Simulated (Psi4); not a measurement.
C2H4NO (SMILES [CH2]C(N)=O), doublet (typed; the unrestricted solution is spin-contaminated), at a GFN2-xTB geometry. Base run: CCSD(T)/3-21G (Psi4).

Input for Psi4:
```
memory 2 GB

molecule mol {
0 2
  O     0.264547    1.297740    0.280384
  C    -0.004937    0.128213    0.028737
  N     0.987146   -0.787170   -0.208322
  C    -1.338914   -0.381891   -0.040479
  H     0.796015   -1.749307   -0.416363
  H    -1.542815   -1.412839   -0.263429
  H    -2.158567    0.288386    0.136211
  H     1.942071   -0.475899   -0.170782
}

set basis 3-21g
set reference uhf

energy('ccsd(t)')
print_variables()
```

Variants of this job, named by their change:

```csv
change,ΔE vs base (mEh),MP2 correlation (Eh),basis functions,core-seconds (rough),outcome
base,0.000,-0.37778,44,20,converged
method = mp2.5,37.272,-0.37774,44,2,converged
puream = on,0.000,-0.37778,44,20,converged
method = scs-mp2,48.007,-0.37778,44,2,converged
method = lccd,16.535,-0.37778,44,5,converged
method = mp2,42.336,-0.37774,44,2,converged
method = omp2,25.514,-0.37774,44,7,converged
puream = off,0.000,-0.37778,44,20,converged
method = cisd,-,-,-,-,input refused
scf_type = pk; mp2_type = conv,0.000,-0.37778,44,20,converged
```

Open shells are given as the SCF converged; they aren't shown to be the lowest states, and a large step between rows can be another state.

- method = cisd: ended with `psi4.driver.p4util.exceptions.MissingMethodError: Method=cisd is not available for any derivative level under conditions CI_TYPE=CONV, REFERENCE=UHF, FREEZE_CORE=FALSE, QC_MODULE=(auto). See https://psicode.org/psi4manual/master/introduction.html#ss-cisd. Or d`
